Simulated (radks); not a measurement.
Values are calculated unless marked as measured or tabulated.
All-electron atom: the praseodymium ion Pr14+ in [Ar] 3d10 4s2 4p5 4d10 (not the ground configuration). Level of theory: non-relativistic Kohn-Sham, PBE, spin-polarised, spherical densities, point nucleus; open shells are filled with parallel spins first (spin-orbit coupling, left out, can overturn this in heavy ions); relativity is left out, which matters for an element this heavy (a radial shooting solver on a logarithmic mesh with Libxc functionals).

Normalised radial functions P(r) = r R(r), r in bohr:

r	3d down	4d down
0.002031	0.0001	0.0000
0.002603	0.0001	0.0001
0.003362	0.0003	0.0001
0.004309	0.0005	0.0003
0.005521	0.0011	0.0006
0.007075	0.0023	0.0011
0.009067	0.0046	0.0023
0.01171	0.0095	0.0048
0.01501	0.0188	0.0094
0.01923	0.0365	0.0182
0.02465	0.0695	0.0346
0.03158	0.1286	0.0639
0.0408	0.2343	0.1161
0.05228	0.4013	0.1977
0.067	0.6524	0.3180
0.08585	0.9939	0.4755
0.1109	1.4123	0.6517
0.1421	1.7996	0.7746
0.1821	2.0406	0.7568
0.2334	2.0092	0.5052
0.2991	1.6672	-0.0024
0.3863	1.1053	-0.6683
0.495	0.5743	-1.1961
0.6344	0.2189	-1.3650
0.8129	0.0569	-1.1287
1.042	0.0092	-0.6818
1.346	0.0007	-0.2796
1.724	0.0000	-0.0755
2.21	0.0000	-0.0116

3d down: eigenvalue -1200.4 eV, 0 radial nodes, <r> = 0.248 bohr, 90 % of the charge inside 0.386 bohr. 4d down: eigenvalue -369.41 eV, 1 radial node at r = 0.299 bohr, <r> = 0.678 bohr, 90 % of the charge inside 1.00 bohr.
